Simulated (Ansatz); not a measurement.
Reaction (formal exchange of groups at a P–Zn bond): `N[PH][Zn][F]` + `[AlH3]` → `N[PH][AlH2]` + `[F][ZnH]`

Calculated with Ansatz (gas phase, PBE0-D4/def2-TZVP geometries, no zero-point term in ΔE). CBS: MP2 limit from def2 TZ/QZ plus the TZ coupled-cluster correction, frozen cores. This one scheme is used for every species. For Zn outer-core shells are correlated without core-valence functions, which leaves a few kJ/mol of doubt a bond. Scalar relativity is left out up to krypton. One conformer a species, not always the lowest.

```csv
species,CCSD(T)/CBS(def2) energy (Eh)
`N[PH][Zn][F]`,-2275.65867
`[AlH3]`,-243.78045
`N[PH][AlH2]`,-640.64711
`[F][ZnH]`,-1878.79355
```

**Question.** Work out ΔE.

**Answer.** ΔE = (-640.64711) + (-1878.79355) − (-2275.65867) − (-243.78045) = -0.00154 Eh = -4.0 kJ/mol.

Largest T1 diagnostic among the species: 0.018.

Leaving LDA and LC-ωPBE aside and taking each functional with its dispersion term where it has one, the values, not all of them listed here, spread over 9.7 kJ/mol, from PBE-QIDH to BLYP-D4. LDA lies −5.0 kJ/mol from PBE without D4. In def2-TZVPP, CCSD(T) changes the Hartree–Fock value by −7.4 kJ/mol (the triples alone add −0.5 kJ/mol) and MP2 by −4.4 kJ/mol. From BLYP to BHLYP (50 % exact exchange), in def2-TZVPP and without D4, ΔE moves by −5.3 kJ/mol.
